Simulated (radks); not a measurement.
The numbers below are computed, except where a source is named.
Q: All-electron atom: Pd II in [Kr] 4d9. Code: a radial shooting solver on a logarithmic mesh with Libxc functionals. Model: scalar-relativistic Kohn-Sham, AM05, spin-polarised, spherical densities, finite nucleus; open shells are filled with parallel spins first (spin-orbit coupling, left out, can overturn this in heavy ions); Fermi nuclear charge, rms radius 4.5318 fm. Some entries of the table are withheld. Estimate them.

orbital,occ.,eigenvalue (Ry),<r^2> (bohr^2),<r> (bohr)
1s up,1,-1774.835,0.001373,0.03188
1s down,1,-1774.835,0.001373,0.03188
2s up,1,-259.9001,0.02260,0.1385
2s down,1,-259.8882,0.02260,0.1385
2p up,3,-233.2019,0.01779,0.1207
2p down,3,-233.1928,0.01779,0.1207
3s up,1,-47.50286,0.1651,0.3798
3s down,1,-47.49532,0.1650,0.3798
3p up,3,-38.72919,0.1670,0.3791
3p down,3,-38.72080,0.1669,0.3791
3d up,5,-24.77004,0.1528,0.3578
3d down,5,-24.75828,0.1528,0.3578
4s up,1,-7.11449,1.014,0.9455
4s down,1,-7.06679,1.013,0.9451
4p up,3,(1),1.243,(2)
4p down,3,(3),1.242,(4)
4d up,5,-1.09516,2.588,(5)
4d down,4,-1.04833,2.632,(6)

A: 
(1) 4p up eigenvalue (Ry): -4.60612
(2) 4p up <r> (bohr): 1.041
(3) 4p down eigenvalue (Ry): -4.55703
(4) 4p down <r> (bohr): 1.040
(5) 4d up <r> (bohr): 1.455
(6) 4d down <r> (bohr): 1.465
